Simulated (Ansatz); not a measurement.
The cluster Li2Al3 (the lowest doublet isomer of a short search), 5 atoms. Hardware: 2 threads of Arm Neoverse V1 on a shared host.

Correlated methods freeze 15 core orbitals; core or outer-core shells of Li are correlated, in sets that lack core-valence functions.

Q: How many basis functions does each of these Ansatz runs have, and roughly what does it cost? r2SCAN-D4/def2-TZVP, charge 1 triplet at the geometry of the charge 0 doublet, energy, from earlier orbitals; LC-ωPBE (ω = 0.20 bohr⁻¹)/def2-TZVP, charge 0 doublet, energy, from earlier orbitals; PBE0-D4/def2-SVP, charge -1 singlet at the geometry of the charge 0 doublet, energy with a search over starts; r2SCAN-D4/def2-TZVP, charge 0 quartet, energy, from earlier orbitals; CCSD(T)/def2-TZVPD, charge 0 doublet, energy, from earlier orbitals; LC-ωPBE (ω = 0.10 bohr⁻¹)/def2-TZVP, charge 1 singlet at the geometry of the charge 0 doublet, energy, from earlier orbitals; LC-ωPBE (ω = 0.15 bohr⁻¹)/def2-TZVP, charge 1 singlet at the geometry of the charge 0 doublet, energy, from earlier orbitals; MP2/def2-TZVP, charge 0 doublet, energy, from earlier orbitals; PBE0-D4/def2-TZVP, charge 1 triplet at the geometry of the charge 0 doublet, energy; PBE-D4/def2-TZVP, charge 1 triplet at the geometry of the charge 0 doublet, energy, from earlier orbitals; PBE0-D4/def2-TZVPD, charge 0 doublet, energy, from earlier orbitals; LC-ωPBE (ω = 0.10 bohr⁻¹)/def2-TZVP, charge -1 singlet at the geometry of the charge 0 doublet, energy, from earlier orbitals.

A: Other jobs shared the machine, so times can vary by a factor of up to 3. A dash marks memory too small to be measured apart from the calling script's.

```csv
run,functions,fitting or Cholesky vectors,wall time,peak host memory (GiB)
"LC-ωPBE (ω = 0.15 bohr⁻¹)/def2-TZVP, charge 1 singlet at the geometry of the charge 0 doublet, energy, from earlier orbitals",139,1035,2.7 s,–
"PBE0-D4/def2-SVP, charge -1 singlet at the geometry of the charge 0 doublet, energy with a search over starts",72,732,3.2 s,–
"MP2/def2-TZVP, charge 0 doublet, energy, from earlier orbitals",139,996,3.2 s,–
"LC-ωPBE (ω = 0.10 bohr⁻¹)/def2-TZVP, charge 1 singlet at the geometry of the charge 0 doublet, energy, from earlier orbitals",139,1035,3.5 s,–
"PBE-D4/def2-TZVP, charge 1 triplet at the geometry of the charge 0 doublet, energy, from earlier orbitals",139,1035,4.3 s,–
"LC-ωPBE (ω = 0.10 bohr⁻¹)/def2-TZVP, charge -1 singlet at the geometry of the charge 0 doublet, energy, from earlier orbitals",139,1035,5.5 s,–
"PBE0-D4/def2-TZVP, charge 1 triplet at the geometry of the charge 0 doublet, energy",139,1095,7.5 s,–
"r2SCAN-D4/def2-TZVP, charge 0 quartet, energy, from earlier orbitals",139,1035,11 s,–
"r2SCAN-D4/def2-TZVP, charge 1 triplet at the geometry of the charge 0 doublet, energy, from earlier orbitals",139,1035,11 s,–
"LC-ωPBE (ω = 0.20 bohr⁻¹)/def2-TZVP, charge 0 doublet, energy, from earlier orbitals",139,1035,13 s,–
"PBE0-D4/def2-TZVPD, charge 0 doublet, energy, from earlier orbitals",163,1212,18 s,0.69
"CCSD(T)/def2-TZVPD, charge 0 doublet, energy, from earlier orbitals",163,1195,68 s,2.6
```
